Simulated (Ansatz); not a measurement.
Two isomers of CH6FInSi: A = `FC[SiH2][InH2]`, B = `F[CH2][InH][SiH3]`.

Computed with Ansatz on PBE0-D4/def2-TZVP structures; ΔE is electronic, products minus reactants. CCSD(T)/CBS is the MP2 limit (def2-TZVPP, def2-QZVPP) plus CCSD(T) − MP2 in def2-TZVPP, frozen cores. Functionals use def2-TZVPP. B3LYP here is the variant with VWN-RPA as its local correlation; programs differ in this. def2 core potentials past Kr. For In outer-core shells are correlated without core-valence functions, which leaves a few kJ/mol of doubt a bond. One conformer a species, not always the lowest.

A:

Z-matrix (Å, degrees):
```
C
Si 1 1.917
F 1 1.421 2 107.3
H 1 1.092 2 113.6 3 -117.5
H 1 1.092 2 113.6 3 117.5
In 2 2.574 1 93.4 3 0.0
H 2 1.490 1 109.3 3 121.5
H 2 1.490 1 109.3 3 -121.4
H 6 1.726 2 120.1 1 -88.8
H 6 1.726 2 120.1 1 88.8
```

B:

Z-matrix (Å, degrees):
```
C
In 1 2.185
F 1 1.390 2 112.2
H 1 1.095 2 110.5 3 120.7
H 1 1.095 2 110.5 3 -120.7
Si 2 2.580 1 119.8 3 179.5
H 2 1.727 1 118.2 3 -0.2
H 6 1.489 2 112.8 1 5.7
H 6 1.491 2 110.1 1 -114.5
H 6 1.490 2 111.0 1 126.6
```

Which is lower in electronic energy at CCSD(T)/CBS, and by how much? (Estimate.)

Ansatz gave: A, by 19.1 kJ/mol.

Give E(B) − E(A) in kJ/mol with ωB97M-V, HF/def2-TZVPP, r2SCAN-D4, CCSD/def2-TZVPP, B3LYP-D4, B3LYP, B2PLYP. (An estimate is asked.)

Computed: ωB97M-V 24.5, HF/def2-TZVPP 19.2, r2SCAN-D4 21.2, CCSD/def2-TZVPP 17.4, B3LYP-D4 18.8, B3LYP 14.0, B2PLYP 16.1. None reverses the order clearly.

Largest T1 diagnostic: 0.014.

The D4 term adds +4.8 kJ/mol with B3LYP and +2.4 kJ/mol with PBE0; it sums over pairs of atoms, weighted by their polarisabilities, and B3LYP, whose exchange is more repulsive, gets the larger term.
